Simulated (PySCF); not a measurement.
silanone (H₂OSi), SMILES [SiH2]=O. Atoms are numbered in the order given.

```xyz
4

Si     0.0000     0.0000     0.4374
O      0.0000     0.0000    -1.0821
H      0.0000    -1.2270     1.2664
H      0.0000     1.2270     1.2664
```
Charge 0, spin multiplicity 1.

Coordinates come from a B3LYP-D3(BJ)/def2-TZVP optimisation.

Two levels are set side by side: PBE/pcSseg-2 (PySCF) and PBE0/pcSseg-2 (PySCF). GIAO shifts against H2O (¹⁷O), TMS (²⁹Si), TMS (¹H) at the same level; non-relativistic, no solvent, atoms listed together averaged. Differences are taken from unrounded values.

```csv
quantity,PBE
δ(²⁹Si) of Si1 (ppm),81.8
δ(¹⁷O) of O2 (ppm),513.1
"δ(¹H) of H3, H4 (ppm)",7.12
```

Q: These are the PBE values. What does PBE0 give? (Estimate from the structure and the level; the computed values follow.)

A: 
| quantity | PBE0 | PBE minus PBE0 |
|---|---|---|
| δ(²⁹Si) of Si1 (ppm) | 88.8 | -6.9 |
| δ(¹⁷O) of O2 (ppm) | 481.7 | 31.4 |
| δ(¹H) of H3, H4 (ppm) | 6.72 | 0.40 |

Rough cost on one machine, each run with all the roots and properties that it gave: PBE0 against PBE within a factor of 2.
